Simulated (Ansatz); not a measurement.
Relaxation of GeH₄O₂SeSi (9 atoms, charge 0, multiplicity 1), to a largest force component of 0.015 eV/Å in at most 40 steps.

Method: RKS PBE/def2-SVP (Ansatz).

```xyz
9
Properties=species:S:1:pos:R:3
O 0.801 1.765 1.175
Ge 0.685 0.326 0.162
O -0.901 -0.017 -0.530
Si 2.466 -0.528 -0.841
Se 1.774 -1.630 1.000
H -0.168 2.192 1.125
H -0.838 -0.825 -1.057
H 2.206 -1.237 -2.093
H 3.757 0.302 -0.628
```

**Question.** Where does it end, and by what steps?

**Answer.** The run converged. After 11 steps the energy has fallen by 0.610 eV; H7 moved furthest, 0.54 Å.

```csv
step,energy less start (eV),largest force component (eV/Å),accepted
0,0.0000,3.345,yes
1,-0.4930,1.308,yes
2,-0.5621,0.494,yes
3,-0.5819,0.524,yes
4,-0.5826,0.873,yes
5,-0.5883,0.830,yes
6,-0.4356,2.381,no
7,-0.6063,0.070,yes
8,-0.6072,0.099,yes
9,-0.6081,0.288,yes
10,-0.6099,0.019,yes
11,-0.6100,0.008,yes
```

```xyz
9
Properties=species:S:1:pos:R:3
O 0.649 1.885 0.933
Ge 0.685 0.373 -0.018
O -1.027 0.155 -0.525
Si 2.642 -0.525 -0.872
Se 1.681 -1.635 0.943
H -0.235 1.980 1.341
H -1.208 -0.795 -0.668
H 2.635 -1.245 -2.191
H 3.960 0.155 -0.632
```

Whether the end is a true minimum wasn't checked by a vibrational analysis.

Time of the run: 41 s on 2 threads of Arm Neoverse V1, with other jobs on the host, peak memory 0.19 GiB.
